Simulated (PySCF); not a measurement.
# Boron: a sound run and one with changed settings

Sound run: B+ [He] 2s2, B(2+) [He] 2s1. All numbers are calculated (PySCF 2.14, the spin-free X2C one-electron Hamiltonian (Gaussian nucleus), in x2c-SVPall). In the sound run the correlated levels freeze 1s2. The sound run starts from symmetry-adapted Hartree-Fock orbitals and uses a fine grid where one is needed.

Changed run: basis STO-3G, all-electron and non-relativistic. This setting is unsound on purpose.

```json
{"species": "B+", "method": "UHF", "sound run (hartree)": "-24.20870", "changed run (hartree)": "-23.94847", "converged": "yes"}
{"species": "B+", "method": "B3LYP", "sound run (hartree)": "-24.31760", "changed run (hartree)": "-24.04926", "converged": "yes"}
{"species": "B+", "method": "M06-2X", "sound run (hartree)": "-24.31652", "changed run (hartree)": "-24.06361", "converged": "yes"}
{"species": "B+", "method": "MP2", "sound run (hartree)": "-24.24156", "changed run (hartree)": "-23.97788", "converged": "yes"}
{"species": "B+", "method": "CCSD(T)", "sound run (hartree)": "-24.26798", "changed run (hartree)": "-24.00944", "converged": "yes"}
{"species": "B(2+)", "method": "UHF", "sound run (hartree)": "-23.35365", "changed run (hartree)": "-23.09922", "converged": "yes"}
{"species": "B(2+)", "method": "B3LYP", "sound run (hartree)": "-23.41234", "changed run (hartree)": "-23.14965", "converged": "yes"}
{"species": "B(2+)", "method": "M06-2X", "sound run (hartree)": "-23.41105", "changed run (hartree)": "-23.16204", "converged": "yes"}
```

Ionisation energy of B+:

```
 method  sound run (eV)  changed run (eV)
    UHF          23.267            23.109
  B3LYP          24.633            24.480
 M06-2X          24.639            24.533
    MP2          24.161            23.909
SCS-MP2          24.340            24.070
   CCSD          24.880            24.768
CCSD(T)          24.880            24.768
  CCSDT          24.880            24.768
    FCI          24.880            24.768
```

A minimal basis cannot let orbitals breathe on ionisation and holds almost no correlation. The Hamiltonian changed with the basis, so the totals do not compare.

For comparison, NIST gives 25.155 eV between the lowest levels.
